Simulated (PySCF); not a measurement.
Job file and geometry (Å, from GFN2-xTB) of an NMR shielding run on `[BH3-][P+](C)(C)C(F)=C(F)F`, C4H9BF3P, GIAO PBE0/pcSseg-1 NMR shielding, non-relativistic, gas phase (PySCF); density fitting, a coarse starting grid and PySCF grid level 2 are the driver's defaults:

```
$ OMP_NUM_THREADS=1 python probes_run.py task.json out

{"job": {"kind": "nmr", "xc": "PBE0", "basis": "pcSseg-1"}, "charge": 0, "multiplicity": 1}
B     -0.892769     1.914771     0.262619
P     -0.340824     0.111929    -0.085116
C     -0.628798    -1.141350     1.222727
C     -1.021735    -0.696743    -1.578695
C      1.449513    -0.098175    -0.431238
F      1.793396    -0.222716    -1.726283
C      2.403699     0.040077     0.481045
F      3.711919     0.007743     0.286557
F      2.122067     0.174089     1.770397
H     -2.069612     1.800807     0.416804
H     -0.309401     2.244106     1.243769
H     -0.596810     2.530595    -0.710150
H     -1.706406    -1.215679     1.362195
H     -0.226524    -2.115843     0.951739
H     -0.185663    -0.801184     2.155743
H     -0.767238    -0.097701    -2.451532
H     -2.105617    -0.720358    -1.478580
H     -0.637956    -1.708051    -1.703658
```

Question: What does the program print?

Answer: 
```
coarse grid: 15896 points
cycle   1  E = -822.6027979472  dE =  1.193e+00  |g| = 8.494e-01  |ddm| = 3.757e+00
cycle   2  E = -822.4716664936  dE =  1.311e-01  |g| = 1.235e+00  |ddm| = 1.696e+00
cycle   3  E = -822.7524214480  dE = -2.808e-01  |g| = 1.400e-01  |ddm| = 1.003e+00
cycle   4  E = -822.7561843452  dE = -3.763e-03  |g| = 4.453e-02  |ddm| = 1.623e-01
cycle   5  E = -822.7565571324  dE = -3.728e-04  |g| = 1.487e-02  |ddm| = 5.366e-02
cycle   6  E = -822.7565945722  dE = -3.744e-05  |g| = 4.828e-03  |ddm| = 1.575e-02
cycle   7  E = -822.7565991905  dE = -4.618e-06  |g| = 1.162e-03  |ddm| = 4.933e-03
final grid: 151128 points
cycle   8  E = -822.8292235759  dE = -5.598e-05  |g| = 9.494e-03  |ddm| = 3.579e-02
cycle   9  E = -822.8292145231  dE =  9.053e-06  |g| = 1.216e-02  |ddm| = 1.563e-02
cycle  10  E = -822.8292439892  dE = -2.947e-05  |g| = 1.629e-03  |ddm| = 8.630e-03
cycle  11  E = -822.8292445172  dE = -5.280e-07  |g| = 2.955e-04  |ddm| = 1.566e-03
cycle  12  E = -822.8292445331  dE = -1.592e-08  |g| = 1.492e-04  |ddm| = 3.961e-04
cycle  13  E = -822.8292445381  dE = -4.985e-09  |g| = 3.261e-05  |ddm| = 1.503e-04
cycle  14  E = -822.8292445383  dE = -2.215e-10  |g| = 9.170e-06  |ddm| = 3.789e-05
converged SCF energy = -822.8292445383

GIAO shielding tensors (ppm)
atom      isotropic    diamagn.    paramagn.     s11        s22        s33       span
  0 B      148.034     189.108     -41.075    141.228    146.063    156.811     15.583
  1 P      321.672     968.102    -646.430    256.730    339.524    368.761    112.030
  2 C      171.245     255.411     -84.166    158.316    165.682    189.737     31.422
  3 C      174.286     254.906     -80.619    165.580    169.001    188.279     22.699
  4 C       49.786     260.549    -210.763     13.619     50.920     84.820     71.201
  5 F      377.208     471.812     -94.604    293.300    400.081    438.243    144.943
  6 C       15.880     251.071    -235.192    -55.716     47.309     56.046    111.762
  7 F      252.722     469.518    -216.796    205.677    272.085    280.405     74.728
  8 F      282.432     476.571    -194.138    255.539    288.733    303.024     47.485
  9 H       31.099      29.550       1.549     27.542     29.451     36.304      8.763
 10 H       30.794      29.558       1.236     27.043     30.057     35.284      8.241
 11 H       30.735      29.366       1.370     27.353     29.261     35.592      8.239
 12 H       30.410      31.123      -0.713     26.062     27.729     37.439     11.377
 13 H       30.343      31.696      -1.353     26.257     27.845     36.926     10.669
 14 H       29.720      31.706      -1.986     24.941     28.439     35.780     10.839
 15 H       29.867      30.748      -0.881     25.444     27.506     36.652     11.208
 16 H       30.384      30.668      -0.285     26.108     27.774     37.269     11.162
 17 H       30.235      31.289      -1.054     25.957     27.688     37.059     11.102
```

Size and cost of the density-fitted run: 205 basis functions, 37 s wall time on 1 thread of an Arm Neoverse V2, shared host; peak memory 0.92 GiB.
